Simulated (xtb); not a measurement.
A geometry relaxed with xtb with GFN2-xTB, charge 0, multiplicity 1:

```xyz
4

H     -0.0243     1.6874     0.1691
Al    -0.0024     0.1687     0.1174
I      2.2613    -0.9015     0.2531
I     -2.2346    -0.9546    -0.0923
```

Problem. Write the SMILES of this molecule.

Solution. `[I][AlH][I]`
